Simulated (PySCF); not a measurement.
SnBr₂, optimised at PBE0/def2-TZVP:

```xyz
3

Sn     0.0508     0.1154     0.1891
Br     0.9139     0.3089    -2.1702
Br    -1.3534    -1.9635    -0.0455
```

Computed with PySCF (xtb for GFN2) and rigid-rotor harmonic-oscillator thermochemistry at 1 bar. All species are closed-shell singlets. Sn: scalar-relativistic def2 core potential, no spin-orbit coupling. Br: all electrons, no relativistic terms.

Q: List the harmonic frequencies (cm⁻¹, unscaled) at this level and at the other levels, each on its own geometry.

A: 
- PBE0/def2-TZVP: 78, 238, 246
- GFN2-xTB: 73, 230, 235
- PBE/def2-SVP: 72, 234, 236
